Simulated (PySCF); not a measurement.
NMR data simulated for an unnamed compound:

1H NMR (300 MHz, computed): δ 7.17 (m, 1H), 7.12 (m, 1H), 4.77 (d, 2H), 4.37 (m, 2H), 2.45 (s, 6H), 0.24 (t, 3H).

13C{1H} NMR (computed): δ 162.3 (CH), 160.3 (CH), 39.7 (CH3), -5.8 (CH3).

[PySCF 2.14: coordinates at the PBE0-D3(BJ)/def2-SVP level; σ from GIAO-PBE0/pcSseg-1; one conformer; rapidly exchanging positions averaged; isolated molecule; non-relativistic Hamiltonian]

Chemical shifts δ = σref − σ; 1H, 13C vs TMS, all at this level.

Question: Which of these does the molecule contain: a nitrile, a Si–CH3 group, a CF3 group, an N-methyl group, a methoxy group, a Si–H bond?

Answer: 
- A nitrile: no.
- A Si–CH3 group: yes (δC -5.8; δH 0.24 (t)).
- A CF3 group: no.
- An N-methyl group: yes (δC 39.7; δH 2.45 (s)).
- A methoxy group: no.
- A Si–H bond: yes (δH 4.37 (m)).

The data belong to `InChI=1S/C5H15NSi2/c1-6(2)8-5-4-7-3/h4-5H,7-8H2,1-3H3/b5-4+`; they needn't prove each group on their own.

Carbon signals by region: 2 in the far downfield region (above 160 ppm), 2 below 50 ppm. Above 160 ppm: 162.3, alkene CH, 160.3, alkene CH.

Shifts are as computed. Against solution values, carbons near 30 ppm lie about +2 ppm off and those near 130 ppm about +5 ppm. Of 1309 compounds with measured shifts, 239 miss one by over three times the rms of a fit or turn the order of signals round; such compounds aren't used in these exercises. No couplings were computed; multiplicities are counted from neighbouring protons, with m where these are inequivalent, close in shift, in a saturated or five-membered ring or joined by F or P, and br s for small geminal =CH2 splittings.
